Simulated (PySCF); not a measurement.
An equivalent PySCF input for N⁺ (nitrogen, charge +1), [He] 2s2 2p2, high-spin 3P determinant, with no relativity, point nucleus:

```python
from pyscf import gto, scf, dft, mp, cc
import basis_set_exchange as bse
mol = gto.M(atom="N 0 0 0", charge=1, spin=2, symmetry="D2h",
            basis=gto.basis.parse(bse.get_basis("aug-cc-pVDZ", elements=["N"], fmt="nwchem", header=False)))
mf = dft.UKS(mol, xc="R2SCAN")
mf.irrep_nelec = {'Ag': (2, 2), 'B1u': (1, 0), 'B2u': (1, 0)}
mf.kernel()
```

It reaches the same state as the run whose output follows, with an energy that differs only through the grid. The run itself started from symmetry-adapted Hartree-Fock orbitals and held the occupation by maximum overlap, on a logarithmic radial grid, so the iterations belong to that start.

```
SCF conv_tol = 1e-09
number electrons alpha = 4  beta = 2
XC functionals = R2SCAN
    J. W. Furness, A. D. Kaplan, J. Ning, J. P. Perdew, and J. Sun.,  J. Phys. Chem. Lett. 11, 8208-8215 (2020)
    J. W. Furness, A. D. Kaplan, J. Ning, J. P. Perdew, and J. Sun.,  J. Phys. Chem. Lett. 11, 9248-9248 (2020)
    J. W. Furness, A. D. Kaplan, J. Ning, J. P. Perdew, and J. Sun.,  J. Phys. Chem. Lett. 11, 8208-8215 (2020)
    J. W. Furness, A. D. Kaplan, J. Ning, J. P. Perdew, and J. Sun.,  J. Phys. Chem. Lett. 11, 9248-9248 (2020)
cycle= 1 E= -54.0253677426602  delta_E= -0.00285  |g|= 0.0101  |ddm|= 0.0842
cycle= 2 E= -54.0254189314184  delta_E= -5.12e-05  |g|= 0.00146  |ddm|= 0.00834
cycle= 3 E= -54.0254200707003  delta_E= -1.14e-06  |g|= 4.07e-05  |ddm|= 0.00154
cycle= 4 E= -54.0254200717698  delta_E= -1.07e-09  |g|= 9.55e-06  |ddm|= 0.000145
cycle= 5 E= -54.025420071829  delta_E= -5.92e-11  |g|= 5.65e-07  |ddm|= 3.53e-05
converged SCF energy = -54.025420071829  <S^2> = 2.004075  2S+1 = 3.0027154
```
